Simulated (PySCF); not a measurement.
These 3 structures share the formula C7H10NOP. Theory: PySCF, PBE0-D3(BJ)/def2-SVP geometry optimisation, gas phase. Energies are electronic, without zero-point or thermal terms, for one conformer each. No frequencies were run at this level. Point groups hold within 0.08 Å.

Task: Rank from lowest to highest electronic energy at this level (kcal/mol).
A. `[CH3:1][CH2:2][P@H:3](=[O:4])[c:5]1[cH:6][cH:7][n:8][cH:9][cH:10]1` with C1–C2–P3–O4 54°, C2–P3–C5–C6 124°
B. `[CH3:1][C@@H:2]1[CH2:3][P@:4]1(=[NH:5])[c:6]1[cH:7][cH:8][cH:9][o:10]1` with C3–P4–C6–C7 164°
C. `[CH3:1][CH2:2][n:3]1[cH:4][p:5][c:6]([C:7]([CH3:8])=[O:9])[cH:10]1` with C1–C2–N3–C4 85°, P5–C6–C7–C8 3°

Result: A (0.0), C (1.3), B (58.4).

As drawn, the lowest has a P=O bond, which the highest lacks; the highest has a three-membered ring and an N–H bond, which the lowest lacks. Neighbours under 2.5 kcal/mol apart (CC[P@H](=O)c1ccncc1 and CCn1cpc(C(C)=O)c1) can change places with a better method, another conformer or zero-point energy.

```tsv
SMILES	E (Eh)	E rel (kcal/mol)	dipole (D)	point group	A, B, C (MHz)
CC[P@H](=O)c1ccncc1	-743.12589	0.0	3.52	C1	2154, 750.6, 677.4
CCn1cpc(C(C)=O)c1	-743.12385	1.3	4.39	C1	2147, 726.7, 572.6
C[C@@H]1C[P@]1(=N)c1ccco1	-743.03289	58.4	2.47	C1	1905, 964.3, 735.5
```

Task: How do the relative energies change in single points at PBE0/pcSseg-1 (no added dispersion term) on the same geometries?

Result: 
| SMILES | PBE0-D3(BJ)/def2-SVP (kcal/mol) | PBE0/pcSseg-1 (kcal/mol) | shift |
| --- | --- | --- | --- |
| CC[P@H](=O)c1ccncc1 | 0.0 | 0.0 | 0.0 |
| CCn1cpc(C(C)=O)c1 | 1.3 | 3.4 | +2.1 |
| C[C@@H]1C[P@]1(=N)c1ccco1 | 58.4 | 59.5 | +1.1 |

Each column counts from its own lowest isomer. The order is unchanged; the largest shift is 2.1 kcal/mol.

Task: As an exercise, what shares would exp(−E/RT) give at 500 K from these electronic energies alone (no entropy, no degeneracies)?

Result: RT = 0.994 kcal/mol: CC[P@H](=O)c1ccncc1 78.4 %, CCn1cpc(C(C)=O)c1 21.6 %, C[C@@H]1C[P@]1(=N)c1ccco1 under 0.1 %.
